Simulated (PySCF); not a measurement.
## How well do the runs reproduce experiment for fluoroiodomethane?

**The experiment to reproduce.**

NIST CCCBDB Release 22 (SRD 101), experimental dipoles lists, for the gas: dipole moment 1.599 D.

The runs below try to reproduce these values; the comparison stands at the end.

Fluoroiodomethane, CH2FI.
Atom-mapped SMILES: `[F:1][CH2:2][I:3]` (hydrogens: H4, H5 on C2)

Geometry (PBE0-D3(BJ)/def2-SVP, Å), atoms numbered from 1 in this order:
```xyz
5
CH2FI angstrom
F     -0.644    1.106   -0.145
C     -0.078   -0.102   -0.012
I      2.080    0.025   -0.111
H     -0.308   -0.535    0.971
H     -0.377   -0.767   -0.833
```

The PySCF runs (gas phase, on this PBE0-D3(BJ)/def2-SVP geometry; no spin–orbit coupling):

| level | job | basis functions | wall time |
| --- | --- | --- | --- |
| PBE0-D3(BJ)/def2-SVP, grid level 1 | geometry optimisation from a GFN2-xTB start shaken at random | 64 | 7.3 s |

Hardware: one thread, Intel Xeon 6975P-C (x86_64) (shared host).

Atoms past Kr carry def2 core potentials in the def2 sets.

## Comparison

**Dipole moment.** Measured: 1.599 D (NIST CCCBDB Release 22 (SRD 101), experimental dipoles).

```csv
level,computed (D),computed − measured (D),% (from the printed values)
PBE0-D3(BJ)/def2-SVP,1.669,+0.070,+4
```

The computed dipoles belong to one fixed geometry; measured ones are averaged over vibrations unless marked μe. Magnitudes are compared, not signs.

The geometry is computed, not the measured one. Where a level misses, the cause wasn't examined.
